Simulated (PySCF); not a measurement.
Isomers of C2H4S3. All species are isolated molecules in the gas phase. One relaxed conformer stands for each flexible species; it need not be the lowest. Strings in code marks are SMILES.

The brightest of the four lowest singlets (TDA) from two functionals at the same geometries (PBE0-D3(BJ)/def2-TZVP), both in PySCF: PBE-D3(BJ)/def2-TZVP and PBE0-D3(BJ)/def2-TZVP. Excitations are Tamm–Dancoff values on a coarser integration grid. The basis has no diffuse functions, so Rydberg states are missing or too high.

```csv
species,PBE-D3(BJ)/def2-TZVP (eV),PBE0-D3(BJ)/def2-TZVP (eV)
`S=CCSS`,3.81,4.49
`S=C(S)CS`,4.70,4.77
`S/C=C/SS`,3.88,4.34
`S/C=C\SS`,4.89,5.54
`SC=C(S)S`,4.62,5.08
```

Over these rows, drawn at random from the members with no instability flagged (it was tested for open shells, ions and some series alone), PBE minus PBE0-D3(BJ): mean -0.46 eV, from -0.68 eV to -0.07 eV.
